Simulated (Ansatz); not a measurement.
Spectroscopic constants of PdF, multiplicity 2 (lowest of 2S+1 = 2, 4 at CCSD(T)/def2-TZVPP on PBE0 minima; our sources give no spin for the ground state, which may be another). No spin–orbit coupling.

Seven points along R, fitted to fifth degree in 1/R; most abundant isotopes. Runs in def2 and cc sets follow the lowest solution found near the PBE0 minimum.

Codes used: Ansatz (an electronic-structure program) with Gaussian orbitals. Values without a source in brackets are computed. In def2 rows elements past Kr take small-core potentials, without spin–orbit coupling.

Energies at B97M-V/def2-TZVPP:

| R (Å) | E (hartree) |
|---|---|
| 1.780597 | -227.70557737 |
| 1.828462 | -227.71025566 |
| 1.872498 | -227.71243071 |
| 1.922279 | -227.71295606 |
| 1.972059 | -227.71188409 |
| 2.029497 | -227.70915661 |
| 2.096509 | -227.70453607 |

**Question.** With a reduced mass of 16.1086 u, find the minimum, the force constant and the constants.

**Answer.** A fifth-degree polynomial in 1/R puts the minimum at r_e = 1.9118 Å with force constant 296 N/m. Then ω_e = (1/2πc)√(k/μ) = 558 cm⁻¹ and B_e = h/(8π²cμr_e²) = 0.2863 cm⁻¹; the cubic and quartic terms give α_e = 0.0021 and ω_e x_e = 3.0 cm⁻¹.
